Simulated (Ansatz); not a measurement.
The lowest singlet and triplet of CH2 (SMILES [CH2]); geometries from B3LYP-D3(BJ)/def2-TZVP, each state relaxed from the structure named, with no frequency check.
Singlet (charge 0, multiplicity 1):
```xyz
3

C     -0.0007     0.1750     0.0000
H     -0.8600    -0.5287     0.0000
H      0.8644    -0.5215     0.0000
```

A positive gap puts the triplet lower; no zero-point energy. R- takes a restricted singlet. U- takes an unrestricted singlet (broken symmetry where lower, unprojected). The triplet is unrestricted in single-reference levels. Active spaces average the two states.

Correlated levels freeze the cores.

Codes used: Ansatz (Gaussian basis) for Hartree–Fock, density functionals and correlated methods. Values without a source in brackets are computed.

| level | gap E(singlet) − E(triplet), vertical, at the singlet's geometry (kcal/mol) |
|---|---|
| U-HF/cc-pVQZ (spin-contaminated) | 5.43 |
| U-r2SCAN/def2-TZVPP (spin-contaminated) | 0.07 |
| R-BHLYP/def2-TZVPP | 1.33 |
| R-MP2/cc-pVDZ | 7.59 |
| U-MP2/cc-pVQZ (spin-contaminated) | 1.21 |
| R-SCS-MP2/cc-pVTZ | -1.59 |
| R-CCSD/cc-pVDZ | 2.74 |
| SC-NEVPT2 on SA-CASSCF(6,6)/cc-pVQZ | ___ |
| FIC-MRCISD+Q on SA-CASSCF(6,6)/cc-pVQZ | ___ |

**Question.** Fill in the missing entries.

**Answer.** 
- SC-NEVPT2 on SA-CASSCF(6,6)/cc-pVQZ, gap E(singlet) − E(triplet), vertical, at the singlet's geometry (kcal/mol): -1.71
- FIC-MRCISD+Q on SA-CASSCF(6,6)/cc-pVQZ, gap E(singlet) − E(triplet), vertical, at the singlet's geometry (kcal/mol): -1.99

Doubts at one or more of the structures used: a restricted determinant that unrestricted orbitals would lower (R-BHLYP/def2-TZVPP, R-MP2/cc-pVDZ, R-SCS-MP2/cc-pVTZ, R-CCSD/cc-pVDZ).

Ansatz is a program for electronic structure.
